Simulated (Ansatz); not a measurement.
Reaction (hydrogenolysis of a C–O bond): `OC(F)[SiH](F)F` + H₂ → `FC[SiH](F)F` + H₂O

Gas-phase electronic energies from Ansatz, PBE0-D4/def2-TZVP geometries. CCSD(T)/CBS adds triple-zeta CCSD(T) − MP2 to the extrapolated MP2 energy (def2 sets, frozen cores). This one scheme is used for every species. One conformer a species, not always the lowest.

```json
{"species": "`OC(F)[SiH](F)F`", "MP2/def2-QZVPP energy (Eh)": "-703.46521"}
{"species": "H₂", "MP2/def2-QZVPP energy (Eh)": "-1.16658"}
{"species": "`FC[SiH](F)F`", "MP2/def2-QZVPP energy (Eh)": "-628.31258"}
{"species": "H₂O", "MP2/def2-QZVPP energy (Eh)": "-76.34932"}
```

(1) Work out ΔE.

Largest T1 diagnostic among the species: 0.012.

Answers

(1) ΔE = (-628.31258) + (-76.34932) − (-703.46521) − (-1.16658) = -0.03011 Eh = -0.82 eV. CCSD(T)/CBS gives -0.82 eV.

In def2-TZVPP, CCSD(T) changes the Hartree–Fock value by +0.10 eV (the triples alone add +0.04 eV) and MP2 by +0.09 eV. The D4 term adds +0.05 eV with B3LYP and +0.03 eV with PBE0; it sums over pairs of atoms, weighted by their polarisabilities, and B3LYP, whose exchange is more repulsive, gets the larger term.

B3LYP here is the variant with VWN-RPA as its local correlation; programs differ in this.
